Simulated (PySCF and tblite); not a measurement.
The numbers below are computed, except where a source is named.
System: C₄H₂FN₃, numbered as in [N:1]#[C:2][c:3]1[cH:4][n:5][nH:6][c:7]1[F:8].

Motion: shift of H on N6 from N6 to N5. GFN2-xTB gives an electronic barrier of 45.9 kcal/mol and a reaction energy of -1.1 kcal/mol.

Tunnelling of the moving H, left out here, will speed the real process. In real samples such hydrogens mostly exchange between molecules or through solvent, far faster than by this path.

Problem. What does revPBE/pcSseg-1 + D3(BJ), IEF-PCM dimethylsulfoxide give on PBE0-D3(BJ)/def2-SVP geometries?

Solution. A barrier of 49.2 kcal/mol, 3.3 above the tight-binding barrier (from unrounded values), a reaction energy of -4.0 kcal/mol and, with GFN2-xTB thermal terms, ΔG‡(298 K) = 45.0 kcal/mol and k = 1.3×10⁻²⁰ s⁻¹ (2 equivalent paths).

Problem. And the level of the geometries itself, PBE0-D3(BJ)/def2-SVP?

Solution. 52.0 kcal/mol.

Programs: tblite and PySCF.
